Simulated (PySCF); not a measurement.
# Two-component Hartree-Fock for Bi⁵⁵⁺ (bismuth, charge +55)

Start: [Ar] 3d10. Calculated with PySCF 2.14 in an uncontracted even-tempered set (15 s from 16 bohr⁻², ratio 2.8; 13 p from 21 bohr⁻², ratio 2.8; 8 d from 21 bohr⁻², ratio 2.8; 3 f from 77 bohr⁻², ratio 3): generalised Hartree-Fock with the X2C-1e Hamiltonian and a Gaussian nucleus; one run each with spin-orbit coupling (SO) switched off, then screened by Boettger's factors.

| spinor shell | electrons | ε, spin-free (eV) | ε, screened SO (eV) | weight of nominal j (screened SO) | rms radius, screened SO (bohr) |
| --- | --- | --- | --- | --- | --- |
| 1s1/2 | 2 | -94268.1 | -94229.4 | 1.000 | 0.0178 |
| 2s1/2 | 2 | -19656.3 | -19644.9 | 1.000 | 0.0717 |
| 2p1/2 | 2 | -17298.6 | -18991.7 | 1.000 | 0.0605 |
| 2p3/2 | 4 | -17298.6 | -16654.5 | 1.000 | 0.0688 |
| 3s1/2 | 2 | -7015.5 | -7012.4 | 1.000 | 0.180 |
| 3p1/2 | 2 | -6323.4 | -6726.0 | 1.000 | 0.171 |
| 3p3/2 | 4 | -6323.4 | -6167.1 | 1.000 | 0.188 |
| 3d3/2 | 4 | -5652.9 | -5723.8 | 1.000 | 0.162 |
| 3d5/2 | 6 | -5652.9 | -5604.8 | 1.000 | 0.166 |

```tsv
quantity	spin-free	screened SO
E (hartree)	-19096.88006	-19136.40309
M_J	0	0
⟨J²⟩	0.000	0.000
⟨L²⟩	0.000	0.104
⟨S²⟩	0.000	0.104
```

Breit and QED terms are absent; they matter most for the inner s and p1/2 levels.

Densities and radii are taken from the X2C orbitals without a picture-change correction, which distorts them close to the nucleus.

Without spin-orbit coupling the j labels of p, d and f shells carry no meaning; the spin-free column gives the mean over the occupied spinors of each nl shell.
